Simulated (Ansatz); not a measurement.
A nudged elastic band was laid between two geometries of CH₆AlFGeO (11 atoms, charge 0, multiplicity 1).

All numbers below come from Ansatz 0.2.0, RKS PBE-D4/def2-SVP.

```
movable images  : 7
climbing image  : yes
spring          : 5.0 eV/Å²
optimiser       : quadratic models (default)
start path      : through a guess of the saddle point
force threshold : 0.05 eV/Å
iteration limit : 60
end points      : relaxed
```

Image 0:

```xyz
11
Properties=species:S:1:pos:R:3
C -0.642 0.677 1.875
O 0.218 0.224 0.844
Ge -0.434 -0.195 -0.786
F -1.380 -1.691 -0.607
Al 1.697 -0.685 -1.991
H -1.378 1.438 1.518
H -0.025 1.147 2.669
H -1.214 -0.161 2.333
H -1.519 0.876 -1.145
H 2.134 0.181 -3.266
H 2.607 -1.869 -1.423
```

Image 8:

```xyz
11
Properties=species:S:1:pos:R:3
C -0.668 0.539 1.551
O -0.677 0.833 0.141
Ge -1.477 -0.625 -1.173
F 0.220 -1.719 -0.486
Al 0.943 -0.641 -1.825
H -0.255 1.407 2.103
H -0.071 -0.371 1.764
H -1.716 0.369 1.859
H 0.287 0.928 -0.199
H 1.957 -1.419 -2.787
H 1.523 0.643 -0.927
```

Question: What changes between the two ends?

Answer: Bonds broken: Ge3–H9. Bonds formed: O2–H9, F4–Al5.

Question: What energy profile does the band end with?

Answer: It converged. The highest image is number 3 of 0 to 8, 1.22 eV above the first end and 1.20 eV above the last; the last end lies 0.02 eV above the first. The profile has 3 maxima (images 1, 3, 5) with wells between them (images 2, 4): this band takes more than one step, which may be the mechanism or a detour left from its start path. A vibrational analysis at the climbing image gives one clearly imaginary mode, 1260i cm⁻¹: a first-order saddle point. The orbitals stay closed-shell, which can raise the energy where a bond breaks towards radicals; this wasn't checked here.

```
image  path coordinate (Å)  energy (eV)  Ge3–H9 (Å)  O2–H9 (Å)  F4–Al5 (Å)
    0                 0.00         0.00        1.57       2.72        3.52
    1                 2.59         0.04        1.57       2.78        3.47
    2                 5.19         0.03        1.56       2.62        3.45
    3                 7.78         1.22        1.70       1.35        1.83
    4                 9.13         0.32        2.65       0.98        1.89
    5                10.47         0.38        2.63       0.97        1.91
    6                11.82         0.36        2.70       0.98        1.91
    7                13.16         0.15        2.58       0.99        1.88
    8                14.51         0.02        2.54       1.03        1.87
```

Question: What is the geometry of the highest image?

Answer: 
```xyz
11
Properties=species:S:1:pos:R:3
C -0.407 0.528 1.568
O -0.807 1.387 0.502
Ge -0.506 0.882 -1.440
F -0.517 -1.228 -1.061
Al 1.243 -0.984 -1.510
H -0.753 0.962 2.529
H 0.703 0.445 1.576
H -0.825 -0.496 1.461
H -1.806 1.147 -0.379
H 1.546 -1.514 -2.985
H 2.193 -1.186 -0.241
```

Time of the run: 12 min on 2 threads of Arm Neoverse V2, on a shared host, peak memory 0.17 GiB.
